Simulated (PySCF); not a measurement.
# Removing an electron from `Cl[B](Cl)[GeH3]`

Species: BCl₂GeH₃.
Numbering: `[Cl:1][B:2]([Cl:3])[GeH3:4]` (hydrogens: H5, H6, H7 on Ge4)

Structure used (PBE0-D3(BJ)/def2-SVP), in Å, numbered top down from 1:
```xyz
7
BCl2GeH3 angstrom
Cl     1.868    1.610   -0.188
B      1.126    0.029   -0.140
Cl     2.151   -1.379   -0.295
Ge    -0.913   -0.201    0.122
H     -1.178   -0.765    1.532
H     -1.470   -1.210   -0.899
H     -1.662    1.135   -0.022
```

Level: CAM-B3LYP/def2-SVPD (PySCF). Frontier orbitals with their largest atomic shares (Löwdin; up to four atoms above 4 %):

```csv
orbital,ε (eV),main atoms
HOMO−3,-11.17,"Cl1 46 %, Cl3 30 %, B2 10 %, Ge4 7 %"
HOMO−2,-11.09,"Ge4 34 %, H5 23 %, Cl3 18 %, H6 16 %"
HOMO−1,-10.62,"Cl3 38 %, Cl1 36 %, Ge4 12 %, H7 8 %"
HOMO,-9.71,?
LUMO,-1.06,"B2 47 %, Cl1 18 %, Cl3 17 %, Ge4 13 %"
LUMO+1,0.55,"B2 36 %, Ge4 26 %, Cl1 12 %, Cl3 11 %"
LUMO+2,1.43,"Ge4 38 %, B2 14 %, Cl3 10 %, Cl1 10 %"
```

Question: What vertical ionisation energy does ΔSCF give, and how far is −ε(HOMO) from it?

Answer: ΔSCF: 10.56 eV (1019 kJ/mol; threshold wavelength 117 nm); ⟨S²⟩ of the doublet left behind is 0.755, against 0.75 for a pure doublet. −ε(HOMO) is 9.71 eV, 0.85 eV below it. In exact Kohn–Sham theory the two would be equal; CAM-B3LYP (range-separated hybrid) falls short of its own ΔSCF value by 8 %.

Question: On which atoms does the HOMO lie?

Answer: Ge4 (germanium bonded to B and 3 H) 25 %, B2 (three-coordinate boron) 22 %, Cl1 (chlorine bonded to B) 21 %, Cl3 (chlorine bonded to B) 20 %, so no atom holds as much as 40 %. The HOMO−1 lies 0.91 eV lower.

Question: And the vertical electron affinity, the fundamental gap, Mulliken's electronegativity and the hardness (with the factor ½)?

Answer: EA = 0.47 eV by ΔSCF (−ε(LUMO) = 1.06 eV). IE − EA = 10.09 eV against an orbital gap of 8.65 eV; (IE + EA)/2 = 5.52 eV; (IE − EA)/2 = 5.04 eV. Parr's electrophilicity index (IE + EA)²/[8(IE − EA)] is 1.51 eV.

Question: What kinetic energy would electrons from this vertical process carry with He II light (40.814 eV)?

Answer: 40.81 − 10.56 = 30.25 eV.

Question: How many of the 10 lowest singlet excitations (vertical TDDFT, same level) lie below the ionisation energy?

Answer: All 10; they run from 4.78 to 8.43 eV.

Question: What total energies stand behind the ΔSCF value?

Answer: E(N) = -3023.69274 Eh and E(N − 1) = -3023.30470 Eh at the same geometry, 0.38804 Eh apart. With one more electron, E(N + 1) = -3023.70997 Eh.

Isolated species at its PBE0-D3(BJ)/def2-SVP geometry, gas phase. The calculation is non-relativistic, for germanium too.

These values come from a run that also computed excited states and ΔSCF ions. The run took 44 s of wall time on one thread, Arm Neoverse V1, no GPU, on a shared host.
